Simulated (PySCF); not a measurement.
## Two-component Hartree-Fock for Hg⁵⁹⁺ (mercury, charge +59)

Start: [Ar] 3d3; 3d3/2 filled at m_j = -1/2, +1/2, +3/2. Calculated with PySCF 2.14 in an even-tempered Gaussian basis (15 s from 18 bohr⁻², ratio 2.8; 12 p from 24 bohr⁻², ratio 2.8; 8 d from 24 bohr⁻², ratio 2.8; 3 f from 75 bohr⁻², ratio 3): generalised Hartree-Fock with the X2C-1e Hamiltonian and a Gaussian nucleus; one run each with spin-orbit coupling (SO) switched off, then screened by Boettger's factors.

```
spinor shell  electrons  ε, spin-free (eV)  ε, screened SO (eV)  weight of nominal j (screened SO)  rms radius, screened SO (bohr)
       1s1/2          2           -87821.3             -87781.8                              1.000                          0.0187
       2s1/2          2           -19094.6             -19079.1                              1.000                          0.0750
       2p1/2          2           -17062.3             -18490.8                              1.000                          0.0635
       2p3/2          4           -17062.3             -16494.8                              1.000                          0.0712
       3s1/2          2            -7265.3              -7260.3                              1.000                           0.185
       3p1/2          2            -6655.6              -7029.5                              1.000                           0.176
       3p3/2          4            -6655.6              -6503.3                              1.000                           0.190
       3d3/2          3            -6151.4              -6202.7                              0.999                           0.162
```

| quantity | spin-free | screened SO |
| --- | --- | --- |
| E (hartree) | -16108.95611 | -16146.46747 |
| M_J | 3/2 | 3/2 |
| ⟨J²⟩ | 6.750 | 3.757 |
| ⟨L²⟩ | 12.000 | 7.565 |
| ⟨S²⟩ | 3.750 | 2.085 |

Each row is a mean over spinors that exchange with the open shell spreads, by up to 27.745 eV (3p1/2).

Breit and QED terms are absent; they matter most for the inner s and p1/2 levels.

Densities and radii are taken from the X2C orbitals without a picture-change correction, which distorts them close to the nucleus.

Without spin-orbit coupling the j labels of p, d and f shells carry no meaning; the spin-free column gives the mean over the occupied spinors of each nl shell, and its ⟨J²⟩ belongs to a mixture of degenerate components.
